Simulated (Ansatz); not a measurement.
Mulliken charges of `F[CH]1[NH][AlH]1` from PBE/def2-TZVPP in Ansatz (PBE0-D4/def2-TZVP geometry).

| atom | x (Å) | y (Å) | z (Å) | charge (e) |
| --- | --- | --- | --- | --- |
| F1 | -1.878 | -0.269 | 0.141 | -0.213 |
| C2 | -0.671 | 0.228 | -0.367 | 0.070 |
| N3 | 0.328 | 0.452 | 0.652 | -0.271 |
| Al4 | 0.922 | -0.850 | -0.332 | 0.254 |
| H5 | -0.942 | 1.084 | -0.987 | 0.079 |
| H6 | 0.215 | 1.176 | 1.346 | 0.126 |
| H7 | 2.087 | -1.889 | -0.499 | -0.045 |

Task: By hand: the dipole of these point charges (1 e Å = 4.8032 D).

Result: Σ q r = (0.357, 0.054, -0.203) e Å, of length 0.414 e Å = 1.99 D.

Task: How does the dipole of the full density compare? (Best estimate.)

Result: The calculation gave: (0.468, 0.028, -0.074) e Å, 2.28 D; the point charges give 0.87 times that, at 21° from its direction.

Point charges leave out the atoms' own dipoles, such as those of lone pairs, and Mulliken's split depends on the basis, so the two needn't agree.
